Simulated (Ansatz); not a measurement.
Consider the substitution at a C–F bond: `O[CH](F)[GeH3]` + `C=N` → `C=N[CH](O)[GeH3]` + H–F.

Computed with Ansatz on PBE0-D4/def2-TZVP structures; ΔE is electronic, products minus reactants. CBS: MP2 limit from def2 TZ/QZ plus the TZ coupled-cluster correction, frozen cores. This one scheme is used for every species. DFT in def2-TZVPP. B3LYP here is the variant with VWN-RPA as its local correlation; programs differ in this. For Ge outer-core shells are correlated without core-valence functions, which leaves a few kJ/mol of doubt a bond. Scalar relativity is left out up to krypton. Each species was taken in one conformer, which may not be the lowest.

`O[CH](F)[GeH3]`:

Z-matrix (Å, degrees):
```
C
F 1 1.393
Ge 1 1.988 2 108.9
O 1 1.375 2 110.0 3 -118.9
H 1 1.098 2 105.2 3 120.3
H 3 1.532 1 108.5 2 -64.4
H 3 1.536 1 108.7 2 175.1
H 3 1.535 1 108.3 2 55.7
H 4 0.964 1 109.5 2 -69.6
```

`C=N`:

Cartesian coordinates in Å:
```
C -0.388 -0.042 -0.016
N 0.767 -0.418 0.324
H -0.609 0.876 -0.573
H -1.244 -0.663 0.254
H 1.475 0.248 0.012
```

`C=N[CH](O)[GeH3]`:

Cartesian coordinates in Å:
```
C -1.798 -0.847 0.472
N -1.198 0.209 0.136
C 0.155 0.414 0.548
O 0.373 1.767 0.859
Ge 1.359 -0.157 -0.945
H -1.347 -1.624 1.102
H -2.817 -1.012 0.125
H 0.419 -0.154 1.450
H -0.130 2.281 0.218
H 1.055 0.721 -2.169
H 1.109 -1.638 -1.288
H 2.819 0.040 -0.509
```

H–F:

Cartesian coordinates in Å:
```
F 0.123 -0.289 -0.336
H -0.123 0.289 0.336
```

Question: Is it downhill or uphill in electronic energy at CCSD(T)/CBS, and by how much? (Best estimate.)

Answer: The calculation gave: Downhill: ΔE = -6.9 kcal/mol.

Question: What do these levels give: revPBE-D4, BLYP-D4, B3LYP-D4, r2SCAN, PBE0, B3LYP, r2SCANh, CAM-B3LYP, CCSD/def2-SVP, CCSD/def2-TZVPP, MP2/CBS(def2), CCSD/CBS(def2)? (Best estimate.)

Answer: The calculation gave: revPBE-D4 -6.4, BLYP-D4 -4.2, B3LYP-D4 -4.3, r2SCAN -3.9, PBE0 -4.2, B3LYP -1.8, r2SCANh -4.1, CAM-B3LYP -1.7, CCSD/def2-SVP -2.5, CCSD/def2-TZVPP -4.9, MP2/CBS(def2) -9.8, CCSD/CBS(def2) -6.0 kcal/mol.

Largest T1 diagnostic among the species: 0.012.

Leaving LDA and LC-ωPBE aside and taking each functional with its dispersion term where it has one, the values, not all of them listed here, spread over 3.4 kcal/mol, from revPBE-D4 to ωB97X-V. LDA lies −3.3 kcal/mol from PBE without D4. At CCSD(T), def2-SVP lies +3.7 kcal/mol from the extrapolated value and def2-TZVPP +1.1 kcal/mol. From BLYP to BHLYP (50 % exact exchange), in def2-TZVPP and without D4, ΔE moves by −0.8 kcal/mol.
